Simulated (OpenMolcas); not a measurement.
## Er2+: moving or changing the point charges

Er2+ among 6 point charges of -1.5 e arranged as a trigonal antiprism (D3d), 2.53 Å from the ion, with a polar angle of 62.4° against the regular 54.74°.
```
   0.0000    2.2421    1.1722  -1.50
  -1.9417   -1.1210    1.1722  -1.50
   1.9417   -1.1210    1.1722  -1.50
   0.0000   -2.2421   -1.1722  -1.50
   1.9417    1.1210   -1.1722  -1.50
  -1.9417    1.1210   -1.1722  -1.50
```

| Item | Value |
| --- | --- |
| Program | OpenMolcas |
| Method | SS-CASPT2, IPEA 0.25 Eh, imaginary shift 0.1 Eh (closed shells correlated: 5s 5p) |
| Basis | ANO-RCC-VDZP [7s6p4d2f1g] |
| Scalar Hamiltonian | DKH2, point nucleus |
| Active space | 12 electrons in 7 orbitals (4f) |
| State averaging | 2S+1 = 3 even, 21 roots; 2S+1 = 1 even, 27 roots kept (CI in the orbitals of an earlier block) |
| Spin-orbit coupling | RASSI with atomic mean-field integrals over the reference wave functions |

Runs around this geometry, states (labels of D3, the rotations of D3d). Energies in cm-1 above the lowest state or level, χT in cm3 K/mol.

| R (Å) | q (e) | Ground state | First state of that spin | First gap with spin-orbit (degeneracies) | Width of lowest J | χT at 300 K |
| --- | --- | --- | --- | --- | --- | --- |
| 2.53 | -0.75 | 3E | 3E 400 | 330 (2, 2) | 798 | 6.946 |
| 2.53 | -1.5 | 3E | 3E 730 | 0 (1, 1) | 1479 | 6.733 |
| 2.65 | -1.5 | 3E | 3E 630 | 0 (1, 1) | 1299 | 6.786 |
| 3.01 | -1.5 | 3E | 3E 440 | 0 (1, 1) | 916 | 6.913 |

Taking the width of the lowest J multiplet as R^-n, n = -ln(916 / 1479) / ln(3.01 / 2.53) = 2.8 between the shortest and longest distance.

Scaling the charges by -0.75 / -1.5 = 0.50 scales the width of the lowest J multiplet by 798 / 1479 = 0.54; with fixed orbitals a first-order splitting would follow the charge.

Roots that are degenerate in the reference are averaged as groups; the widest CASPT2 spread within a group is 120 cm-1 (the 2-fold group of multiplicity 3 near 710 cm-1 above the lowest state of its run, R = 2.53, q = -0.75). Shifts and gaps below about the spread of the groups concerned are not significant. This is an electrostatic model: the charges have no orbitals. An unlabelled pair can be two single states that coincide in this model. No measured value stands beside these numbers.
